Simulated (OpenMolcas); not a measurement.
# Ions of charge +4 along the 5d row with 6 fluoride ligands in octahedral coordination

```
Program             : OpenMolcas
Method              : SS-CASPT2, IPEA 0.25 Eh, imaginary shift 0.1 Eh
Spin-orbit coupling : RASSI with atomic mean-field integrals over the reference wave functions
```

The d shell is active; CASPT2 correlates the ligand valence shells and the outer metal core. Anionic complexes are neutralised by point charges behind the ligands. Distances were set from a Shannon-type radius of the metal (high-spin where two are listed) plus a fixed donor radius (F 1.31 Å). Ligand basis ANO-RCC-VDZP, DKH2 Hamiltonian. States (labels of O, the rotations of Oh). Energies in cm-1 above the lowest state or level, χT in cm3 K/mol; under a threefold ground state the first gap can be a small split of the lowest multiplet, not the spin-orbit step; 10Dq and B are least-squares fits to the states below 45000 cm-1, weighted by degeneracy, with a free offset, and given where the rms deviation is under 5 % of |10Dq| (or 100 cm-1) and under 700 cm-1. Spin-only χT is S(S+1) / 2 for the spin of the ground state.

```json
{"Ion": "Re4+", "Shell": "5d3", "R (Å)": "1.94", "Metal basis": "ANO-RCC-VDZP", "Outer charge (e at Å behind ligand)": "0.33 at 2.4", "Ground state": "4A2", "First state of that spin": "4T2 35640", "10Dq": "", "B (rms of fit)": "", "First gap with spin-orbit (degeneracies)": "10880 (4, 4)", "χT at 300 K": "1.381", "First state of another spin": "2E 11860", "Spin-only χT": "1.875"}
{"Ion": "Os4+", "Shell": "5d4", "R (Å)": "1.94", "Metal basis": "ANO-RCC-VDZP", "Outer charge (e at Å behind ligand)": "0.33 at 2.6", "Ground state": "3T1", "First state of that spin": "3E 29780", "10Dq": "", "B (rms of fit)": "", "First gap with spin-orbit (degeneracies)": "4290 (1, 3)", "χT at 300 K": "0.166", "First state of another spin": "1T2 7170", "Spin-only χT": "1.000"}
{"Ion": "Ir4+", "Shell": "5d5", "R (Å)": "1.94", "Metal basis": "ANO-RCC-VDZP", "Outer charge (e at Å behind ligand)": "0.33 at 3.2", "Ground state": "2T2", "First state of that spin": "2A2 27910", "10Dq": "31381", "B (rms of fit)": "548 (360)", "First gap with spin-orbit (degeneracies)": "7890 (2, 4)", "χT at 300 K": "0.425", "First state of another spin": "2S+1 = 4: 21240", "Spin-only χT": "0.375"}
{"Ion": "Pt4+", "Shell": "5d6", "R (Å)": "1.94", "Metal basis": "ANO-RCC-VTZP", "Outer charge (e at Å behind ligand)": "0.33 at 2.6", "Ground state": "1A1", "First state of that spin": "28280", "10Dq": "", "B (rms of fit)": "", "First gap with spin-orbit (degeneracies)": "22120 (1, 2)", "χT at 300 K": "0.018", "First state of another spin": "2S+1 = 3: 24600", "Spin-only χT": "0.000"}
```

The rows also differ in their metal basis and outer charges, so part of each step comes from that.

Below the highest spin of the shell: Os4+, Ir4+, Pt4+. χT departs most from the spin-only value for Os4+, by -0.834 cm3 K/mol.

Roots that are degenerate in the reference are averaged as groups; the widest CASPT2 spread within a group is 1100 cm-1 (the 3-fold group of multiplicity 1 near 71800 cm-1 above the lowest state of its run, Pt4+). Shifts and gaps below about the spread of the groups concerned are not significant. Over all roots computed the reference weight is 0.70 to 0.72 in Re4+, 0.69 to 0.71 in Os4+, 0.68 to 0.70 in Ir4+, 0.66 to 0.69 in Pt4+; a low but even weight reflects the number of correlated electrons. Ligand-to-metal charge-transfer states are missing. With no ligand orbital active B as a rule stays too high, so bands that hang on it stand too high and its fall with covalency is understated. With one d shell and no ligand orbital active, 10Dq can be off by a tenth or more. The least metal-like active orbital is 76 % on the metal (Löwdin) and no ligand orbital is active, so the numbers are rough (holds for Re4+). The least metal-like active orbital is 74 % on the metal (Löwdin) and no ligand orbital is active, so the numbers are rough (holds for Os4+). An orbital triplet at a regular site is open to Jahn-Teller coupling, which can distort the site and quench the lowest spin-orbit gaps and is left out (holds for Ir4+). The least metal-like active orbital is 72 % on the metal (Löwdin) and no ligand orbital is active, so the numbers are rough (holds for Ir4+). The least metal-like active orbital is 70 % on the metal (Löwdin) and no ligand orbital is active, so the numbers are rough, and ground spin, moment and any spin crossover can be artefacts of this space; highly charged d ions in such sites are as a rule low spin (holds for Pt4+). No measured value stands beside these numbers; the geometry is a model, was not optimised and need not be the one that this ion takes.

A state without a sure symmetry label is named by its multiplicity alone.
